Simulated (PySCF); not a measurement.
One of the candidates below gave these computed data.

All candidates are C4H9NO2Si.

| technique | computed result |
| --- | --- |
| Dipole | 4.57 D [wB97X-D/def2-SVPD] |
| UV, first state | lowest singlet excitation: 7.53 eV (165 nm, f = 0.001) [TDDFT wB97X-D/def2-SVPD] |
| Rotational structure | rotational constants A, B, C: 4.723, 0.613, 0.563 GHz [GFN2-xTB] |
| 1H NMR | chemical shifts (computed TMS as zero) by class: 4.80 (2 H), 4.17 (2 H), 3.88 (3 H), 2.60 (2 H) ppm [GIAO PBE0/pcSseg-1] |
| UV, strongest line | among the 8 lowest singlet transitions: S2 at 7.90 eV (157 nm, f = 0.026) [TDDFT wB97X-D/def2-SVPD] |
| 13C NMR | chemical shifts (computed TMS as zero) by class: 121.1 (1 C), 63.2 (1 C), 51.0 (1 C), 21.1 (1 C) ppm [GIAO PBE0/pcSseg-1] |
| Triplet | lowest triplet excitation (Tamm–Dancoff): 6.62 eV [TDA wB97X-D/def2-SVPD] |
| Polarisability | 83.2 au [wB97X-D/def2-SVPD] |

The electronic properties come from PySCF, for the isolated species, density fitting. Levels stand in brackets. The structure is a single GFN2-xTB conformer in the gas phase; no vibrational or solvent corrections. NMR classes are plain means over equivalent atoms (diastereotopic ones count apart unless rotation or inversion swaps them), as if these changed places fast.

Question: Which candidate is it?
A. `CN(C)[Si@]1(O)C=CO1`
B. `CO[SiH2]OCCC#N`
C. `CC(=O)N/C=C/O[SiH3]`

Answer: B. It is `CO[SiH2]OCCC#N`. Numbering: `[CH3:1][O:2][SiH2:3][O:4][CH2:5][CH2:6][C:7]#[N:8]`. Its formula, C4H9NO2Si, gives 2 degrees of unsaturation: 0 rings and 2 π bonds in the structure found. 4 carbons fall into 4 classes; from least to most shielded: nitrile carbon [C7] (121.1 ppm), sp3 carbon bound to oxygen [C5] (63.2 ppm), methoxy carbon [C1] (51.0 ppm), sp3 carbon next to a nitrile [C6] (21.1 ppm). Hydrogen classes from least to most shielded: 2 H on an oxygen-bound silicon, Si3 (4.80 ppm), 2 H on an sp3 carbon bound to oxygen, C5 (4.17 ppm), 3 H on a methoxy carbon, C1 (3.88 ppm), 2 H on an sp3 carbon next to a nitrile, C6 (2.60 ppm). The optimised geometry has point group C1 and is an asymmetric top.

The others, at the same levels:
- `CC(=O)N/C=C/O[SiH3]` fails: its computed 13C shifts are 165.4 (1 C), 136.0 (1 C), 114.3 (1 C), 24.2 (1 C) ppm, 1H shifts are 6.81 (1 H), 6.60 (1 H), 5.64 (1 H), 4.96 (3 H), 1.92 (3 H) ppm and rotational constant A is 5.110 GHz (against 4.723 GHz).
- `CN(C)[Si@]1(O)C=CO1` fails: it has 3 carbon classes against 4; its computed 13C shifts are 170.8 (1 C), 109.0 (1 C), 37.8 (2 C) ppm, 1H shifts are 7.63 (1 H), 4.84 (1 H), 2.76 (6 H), 2.14 (1 H) ppm and rotational constant A is 2.808 GHz (against 4.723 GHz).

Each candidate is one conformer, not necessarily the lowest. Dipoles, sizes and rotational constants follow the conformer. The torsions of the flexible species, by atom-mapped SMILES:
- `[CH3:1][O:2][SiH2:3][O:4][CH2:5][CH2:6][C:7]#[N:8]`: C1–O2–Si3–O4 177°, O2–Si3–O4–C5 54°, Si3–O4–C5–C6 -169°, O4–C5–C6–C7 -178°
- `[CH3:1][C:2](=[O:3])[NH:4]/[CH:5]=[CH:6]/[O:7][SiH3:8]`: C1–C2–N4–C5 -179°, C2–N4–C5–C6 180°, C5–C6–O7–Si8 0°
- `[CH3:1][N:2]([CH3:3])[Si@:4]1([OH:5])[CH:6]=[CH:7][O:8]1`: C1–N2–Si4–O5 31°, H–O5–Si4–N2 151°
